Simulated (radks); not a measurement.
The numbers below are computed, except where a source is named.
Excited configurations of the phosphorus ion P+: one electron is placed in a higher orbital outside [Ne] 3s2 3p1. The ground configuration is [Ne] 3s2 3p2. Code: a radial shooting solver on a logarithmic mesh with Libxc functionals. Model: scalar-relativistic Kohn-Sham, SCAN, spin-unpolarised, spherical densities, finite nucleus; meta-GGA in the generalised Kohn-Sham scheme; Fermi nuclear charge, rms radius 3.1889 fm. Excitation = E - E(ground); binding = E(ion) - E, where the ion is the core of charge +2; n* = 2/sqrt(2 binding) in atomic units, and the quantum defect is n - n*.

outer orbital  excitation (eV)  binding (eV)     n*  quantum defect  eigenvalue (eV)  <r> (bohr)
5p                      15.457         3.653  3.860           1.140           -2.928       10.85
6f                      17.568         1.542  5.941           0.059           -1.215       23.84
7p                      17.495         1.615  5.806           1.194           -1.321       25.49
7d                      17.803         1.307  6.453           0.547           -1.049       30.69

Estimate the row for 4d.

Answer. excitation (eV) 14.829; binding (eV) 4.281; n* 3.565; quantum defect 0.435; eigenvalue (eV) -3.159; <r> (bohr) 8.148. The Delta-SCF ionisation energy is 19.110 eV (NIST Atomic Spectra Database: 19.769 eV, semi-empirical). Self-interaction in the functional shifts the binding energies and quantum defects, so they are the method's values and not measured ones. Spin polarisation and multiplet splitting are left out, so open shells lie too high by an amount that depends on their filling.

Beside tabulated values, note that spin-unpolarised runs miss the spin-polarisation part of the exchange energy of open shells.
